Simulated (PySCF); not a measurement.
C₂H₁₂N₂Si₂, SMILES C[SiH2]CN[SiH2]N.

Geometry optimised at PBE0-D3(BJ)/def2-SVP. This is a generated structure with no PubChem entry under its InChIKey; it may be hypothetical. The values are those of a single conformer.

All values below come from PBE/def2-TZVP run with PySCF.

The molecule is in vacuum.

The total energy is -771.51054 hartree and the highest occupied level is -5.18 eV. The lowest empty level is -0.16 eV and the orbital gap is 5.02 eV. The dipole moment is 0.41 D and the quadrupole, principal values (traceless, Buckingham form, about the centre of nuclear charge) is -8.87, -1.50, 10.38 D·Å.
